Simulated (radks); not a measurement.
Results of a calculation; reference values are marked as such.
Isoelectronic series with 7 electrons, each ion in its NIST ground configuration. Level of theory: scalar-relativistic Kohn-Sham, PBEsol, spin-polarised, spherical densities, point nucleus; open shells are filled with parallel spins first (spin-orbit coupling, left out, can overturn this in heavy ions) (a radial shooting solver on a logarithmic mesh with Libxc functionals). Total energies (hartree) and orbital eigenvalues (eV) (* marks an orbital that is empty in some or all of the ions):

| ion | configuration | E (hartree) | 2p down* | 2p up | 2s down | 2s up |
|---|---|---|---|---|---|---|
| N | [He] 2s2 2p3 | -54.35876 | -3.9976 | -8.2554 | -15.1563 | -19.7290 |
| P8+ | [He] 2s2 2p3 | -305.74706 | -330.7806 | -347.5649 | -374.3142 | -388.8439 |
| V16+ | [He] 2s2 2p3 | -768.59350 | -1097.879 | -1127.038 | -1178.602 | -1202.892 |
| Ga24+ | [He] 2s2 2p3 | -1447.55160 | -2307.960 | -2349.557 | -2437.930 | -2472.125 |
| Ag40+ | [He] 2s2 2p3 | -3485.23417 | -6088.603 | -6155.398 | -6404.451 | -6459.298 |
| Cs48+ | [He] 2s2 2p3 | -4867.2893 | -8681.927 | -8761.544 | -9175.152 | -9240.938 |
| Eu56+ | [He] 2s2 2p3 | -6513.6026 | -11763.83 | -11856.47 | -12532.50 | -12609.77 |
| Lu64+ | [He] 2s2 2p3 | -8447.5100 | -15353.05 | -15458.94 | -16543.07 | -16632.53 |
